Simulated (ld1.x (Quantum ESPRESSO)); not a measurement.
# Configuration tests for Tl (Z = 81) (TM)

```
Element                 : thallium
Generator               : ld1.x (Quantum ESPRESSO) 7.5
Type                    : norm-conserving Troullier–Martins (Kleinman–Bylander form)
Functional              : LDA (PZ)
Relativity              : scalar-relativistic
Frozen core             : [Xe] 4f14
Valence charge          : 13
Reference configuration : 5d10 6s2 6p1
Partial waves           : 6s (bound): rc 1.80 bohr; 6p (bound): rc 2.90 bohr; 5d (bound): rc 1.35 bohr
Local potential         : all-electron potential smoothed inside 2.85 bohr (lloc = -1)
Core correction         : a·sin(br)/r model core inside 0.80 bohr
```

Energies are relative to the spin-unpolarised reference configuration 5d10 6s2 6p1; without spin polarisation the order of configurations can differ from experiment. Spin-polarised rows fill each open shell by Hund’s rule, majority spin first.

Give the all-electron excitation energy and the error of the potential for: 5d10 6s2 6p0; 5d10 6s1 6p0; 5d10 6s0 6p0; 5d9 6s2 6p2; 5d10 6s1 6p2; 5d9 6s2 6p1; 5d10 6s2 6p1.3; 5d10 6s2 6p1 (spin-polarised); 5d10 6s1 6p0 (spin-polarised).

```tsv
valence configuration	charge	ΔE all-electron (eV)	error AE − PS (meV)
5d10 6s2 6p0	+1	5.409	-4.8
5d10 6s1 6p0	+2	26.609	-26
5d10 6s0 6p0	+3	57.209	-76
5d9 6s2 6p2	0	14.633	-133
5d10 6s1 6p2	0	7.483	-3.0
5d9 6s2 6p1	+1	21.400	-104
5d10 6s2 6p1.3	-0.3	-0.551	+0.3
5d10 6s2 6p1 (spin-polarised)	0	-0.114	+0.2
5d10 6s1 6p0 (spin-polarised)	+2	26.424	-27
```

Levels in the configuration 5d10 6s2 6p1.3:

| level | all-electron (eV) | pseudo (eV) |
| --- | --- | --- |
| 5d | -13.841 | -13.847 |
| 6s | -8.131 | -8.132 |
| 6p | -1.129 | -1.129 |
